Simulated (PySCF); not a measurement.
C₂H₆MgO.

```xyz
10

Mg     0.0000     0.0000     0.6278
C      0.0000     0.0000     2.7108
H     -0.1387    -1.0150     3.1199
H     -0.8097     0.6276     3.1199
H      0.9483     0.3874     3.1199
O      0.0000     0.0000    -1.1507
C      0.0000     0.0000    -2.5209
H      0.4215     0.9357    -2.9424
H      0.5996    -0.8329    -2.9424
H     -1.0211    -0.1028    -2.9424
```

Coordinates come from a PBE0-D3(BJ)/def2-SVP optimisation. Other conformers were not sampled.

Method: PySCF with PBE0/pcSseg-1. Non-relativistic, no solvent.

Computed absolute GIAO shielding of each atom: isotropic value and principal components (ppm):
```json
[
 {"atom": "Mg1", "σ(iso)": "503.8", "σ11": "402.2", "σ22": "402.2", "σ33": "707.0", "span": "304.8"},
 {"atom": "C2", "σ(iso)": "213.7", "σ11": "198.4", "σ22": "221.3", "σ33": "221.3", "span": "22.9"},
 {"atom": "H3", "σ(iso)": "32.3", "σ11": "27.4", "σ22": "28.6", "σ33": "40.8", "span": "13.3"},
 {"atom": "H4", "σ(iso)": "32.3", "σ11": "27.4", "σ22": "28.6", "σ33": "40.8", "span": "13.3"},
 {"atom": "H5", "σ(iso)": "32.3", "σ11": "27.4", "σ22": "28.6", "σ33": "40.8", "span": "13.3"},
 {"atom": "O6", "σ(iso)": "362.6", "σ11": "358.9", "σ22": "364.5", "σ33": "364.5", "span": "5.6"},
 {"atom": "C7", "σ(iso)": "128.5", "σ11": "101.1", "σ22": "101.1", "σ33": "183.1", "span": "82.0"},
 {"atom": "H8", "σ(iso)": "27.3", "σ11": "23.0", "σ22": "24.8", "σ33": "34.1", "span": "11.1"},
 {"atom": "H9", "σ(iso)": "27.3", "σ11": "23.0", "σ22": "24.8", "σ33": "34.1", "span": "11.1"},
 {"atom": "H10", "σ(iso)": "27.3", "σ11": "23.0", "σ22": "24.8", "σ33": "34.1", "span": "11.1"}
]
```
